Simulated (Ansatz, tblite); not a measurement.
Cost and result up the ladder for MoN(NH2)3 (MoN₄H₆) (11 atoms). Total charge 0; singlet. Geometry: PBE-D4/def2-SVP.

Cartesian coordinates in Å:
```
Mo -0.0839 0.3200 0.0800
N -0.4910 1.8706 0.4657
N 1.7882 0.1454 0.6282
H 2.3500 0.8851 1.0582
H 2.3517 -0.7055 0.5253
N -0.3541 0.2031 -1.8564
H -0.1897 -0.6374 -2.4210
H -0.6788 0.9669 -2.4554
N -1.3179 -0.7915 1.1181
H -1.3333 -1.8171 1.1063
H -2.0413 -0.4397 1.7510
```

Ansatz on 2 threads of Intel Xeon 6975P-C on a shared host; xTB runs through tblite on one thread. Times are rough, summed over both states, and most runs start from the orbitals of an earlier one. No level here is sound enough to serve as a yardstick. The other state is a triplet.

In the def2 sets Mo takes a core potential; there is no spin–orbit coupling. The xTB rows come from tblite.

xTB has no spin-polarisation term.

```csv
level,functions,wall time,vertical triplet (eV),remarks
GFN1-xTB,37,0.014 s,3.57,–
GFN2-xTB,31,0.014 s,3.17,–
PBE-D4/def2-TZVP,200,12 s,3.99,–
PBE0-D4/def2-TZVP (with forces),200,19 s,4.02,restricted SCF unstable in HF (singlet)
r2SCAN-D4/def2-TZVP (with forces),200,21 s,4.01,restricted SCF unstable in HF (singlet)
```
